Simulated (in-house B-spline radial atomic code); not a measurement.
Settings and results of a run for neutral phosphorus (an excited or competing configuration). Computed with a radial B-spline atomic code at the basis-set limit: Dirac-Hartree-Fock, average of configuration, Fermi nucleus of rms radius 3.1889 fm.

Command:
```bash
python run_scf.py task.json out
```
Settings (nuclear radius in fm, mass in u):
```
Z                15
configuration    [Ne] 3s1 3p3 6f1
hamiltonian      dirac
method           hf
spin_polarised   False
nucleus          fermi
rms_radius       3.1889
atomic_mass      30.97376
speed_of_light   137.035999084
```

Output (hartree, bohr):
```
 radial grid: 96 intervals, B-splines of order 8, outer radius 245.7 bohr

 iter        energy (Eh)    residual
    1       -339.2101211    2.56e-01
    2       -340.6895041    6.06e-02
    3       -340.8163704    1.87e-02
    4       -340.8339915    5.61e-03
    5       -340.8369334    2.40e-03
    6       -340.8371023    1.72e-04
    7       -340.8371041    1.40e-05
    8       -340.8371041    2.47e-07

 total energy                     -340.837104
 kinetic                            342.53279
 electron-nucleus                  -808.78254
 electron-electron                  125.41264

 first-order corrections (not in the total)
   Gaunt                            0.07506
   retardation                     -0.00528
   frequency dependence            -0.00005
   self-energy                      0.04869
   Uehling                         -0.00311
   Wichmann-Kroll                   0.00001
   recoil                           0.00505

 orbital      occ     eigenvalue          <r>       <r^2>       <1/r>     <1/r^3>       r_max    small
 1s1/2      2.000      -80.65969      0.10341   0.0143928     14.6587           -     0.06768  2.84e-03
 2s1/2      2.000       -7.97994     0.514215    0.314419     2.84708           -      0.4172  4.24e-04
 2p1/2      2.000       -5.86538     0.480934    0.288945     2.72409           -      0.3545  3.96e-04
 2p3/2      4.000       -5.83004     0.483027    0.291314      2.7085     62.3994      0.3561  3.94e-04
 3s1/2      1.000       -1.09870      1.81337     3.78268    0.741836           -       1.536  5.84e-05
 3p1/2      1.000       -0.66222      2.13655     5.33902    0.619864           -       1.752  4.36e-05
 3p3/2      2.000       -0.65973      2.14264     5.36897    0.617748     4.06698       1.757  4.34e-05
 6f5/2      0.429       -0.01390       47.954     2605.58   0.0278396  0.00011262       52.31  3.71e-07
 6f7/2      0.571       -0.01390      47.9539     2605.57   0.0278397 0.000112624       52.31  3.71e-07
```

Cost of the run: 5.1 s on 1 thread of Arm Neoverse V2, on a shared host.

For the Dirac Hamiltonian the kinetic term is c α·p + (β - 1)c².
